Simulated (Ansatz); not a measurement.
Si₄Ge₃, relaxed as a singlet with RKS PBE-D4/def2-SVP in Ansatz, starting from the GFN1-xTB geometry. Force threshold 0.02 eV/Å.

The structure comes from a short search, and lower isomers may exist.

Start:

```tsv
atom	x (Å)	y (Å)	z (Å)
Si1	0.9601	-0.9806	0.6640
Si2	0.1252	-0.2017	-1.5571
Si3	-1.5636	-0.3494	0.2332
Si4	0.4364	1.5420	0.1660
Ge5	2.5942	0.6854	0.4879
Ge6	-0.7903	-2.5326	0.5921
Ge7	-1.7621	1.8368	-0.5861
```

```tsv
step	energy (eV)	largest force component (eV/Å)	SCF passes
1	-200994.2792	0.914	22
2	-200994.3856	0.194	22
3	-200994.4848	0.210	27
4	-200994.6070	0.178	26
5	-200994.6348	0.626	27
6	-200994.6725	0.149	22
7	-200994.6777	0.051	22
8	-200994.6781	0.010	23
```

Force components are those of the run's own axes.

End:

```xyz
7

Si    0.8630   -0.8699    1.0810
Si    0.2062   -0.2634   -1.3163
Si   -1.5142   -0.2131    0.5773
Si    0.3084    1.5198    0.5161
Ge    2.4830    0.5688   -0.0262
Ge   -0.6922   -2.4502    0.0791
Ge   -1.6543    1.7080   -0.9112
```

Bonds formed: Si2–Ge5, Si2–Ge6, Si2–Ge7 (atoms count from 1).

No frequencies were taken in this run, so the end may be a saddle point.

It took 19 s on 4 threads of Arm Neoverse V2 on a shared host.
